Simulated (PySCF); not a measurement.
Molecule: `C[SiH2][Si@H](F)P`, CH8FPSi2.

Atoms are numbered as in `[CH3:1][SiH2:2][Si@H:3]([F:4])[PH2:5]`. Each H is labelled by its parent atom. Ha(Si2) is pro-R; Hb(Si2) is pro-S.

Geometry PBE0-D3(BJ)/def2-SVP throughout; GIAO in PySCF 2.14, gas phase, one conformer, non-relativistic; equivalent atoms averaged; functional PBE0.

For orientation, aug-cc-pVDZ gives these absolute shieldings σ: C1 206.0, Si3 377.8, Si2 476.2, F4 410.5, P5 616.2, H(Si3) 25.21, Ha(Si2) 27.03, H(P5) 29.68, H(C1) 31.18 ppm.

A run gave: C1 196.0, Si3 310.1, Si2 412.2, F4 394.6, P5 560.9, H(Si3) 25.23, Ha(Si2) 27.03, H(P5) 29.39, H(C1) 31.09 ppm (absolute shieldings σ).

Task: Which basis set was used in that run?
A. IGLO-III
B. pcSseg-2
C. def2-SVP
D. 6-311+G(2d,p)

Result: B. H(P5) tells them apart best: pcSseg-2 gives 29.39, def2-SVP gives 29.83, IGLO-III gives 29.61, 6-311+G(2d,p) gives 29.61 ppm.
